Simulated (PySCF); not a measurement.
Species: C5H5F3O.
Geometry (GFN2-xTB, Å), atoms numbered from 1 in this order:
```xyz
14
C5H5F3O angstrom
C     -1.7680   -1.4784   -0.8698
C     -0.7917   -0.8229   -0.6511
C      0.3615    0.0040   -0.3410
C     -0.0736    1.3053    0.3774
O     -0.8345    2.1278   -0.4558
C      1.3236   -0.7856    0.5403
F      0.7789   -1.1310    1.7150
F      2.4304   -0.0818    0.8255
F      1.7355   -1.9184   -0.0435
H     -2.6097   -2.0683   -1.0801
H      0.8933    0.2614   -1.2649
H     -0.6205    1.0412    1.2937
H      0.8128    1.8852    0.6472
H     -1.6385    1.6612   -0.7151
```

The closed-shell SCF was solved with PySCF and density fitting under several settings on one GFN2-xTB geometry (grid level 2 and gas phase unless stated).

```
                                         settings  basis functions  SCF cycles     E (Eh)  HOMO (eV)  LUMO (eV)  dipole (D)
                                    PBE0/pcSseg-1              178          14  -567.5851      -8.26       0.40        1.93
                              CAM-B3LYP/def2-SVPD              232          14  -567.6425      -9.83       0.99        1.98
PW91/ANO-RCC-VDZP, fitting basis def2-qzvpp-jkfit              151          12  -568.2313      -6.77      -0.66        1.96
```

Question: Estimate the row for these settings: B3LYP/MINI.

Answer: 
```json
{"settings": "B3LYP/MINI", "basis functions": "50", "SCF cycles": "13", "E (Eh)": "-564.0969", "HOMO (eV)": "-8.31", "LUMO (eV)": "-1.29", "dipole (D)": "1.87"}
```

Question: Over all rows, what range does the HOMO–LUMO gap span?

Answer: From 6.11 eV (PW91/ANO-RCC-VDZP, fitting basis def2-qzvpp-jkfit) to 10.82 eV (CAM-B3LYP/def2-SVPD). The functional of the narrowest has no exact exchange, that of the widest range-separated exact exchange.

Question: And the dipole moment?

Answer: From 1.87 D (B3LYP/MINI) to 1.98 D (CAM-B3LYP/def2-SVPD); the largest is 1.06 times the smallest, and the median is 1.94 D.

Cycle counts include a coarse-grid stage where the run had one. ANO-RCC sets were contracted for a scalar-relativistic Hamiltonian, but ran non-relativistically here.

One conformer stands for the species.
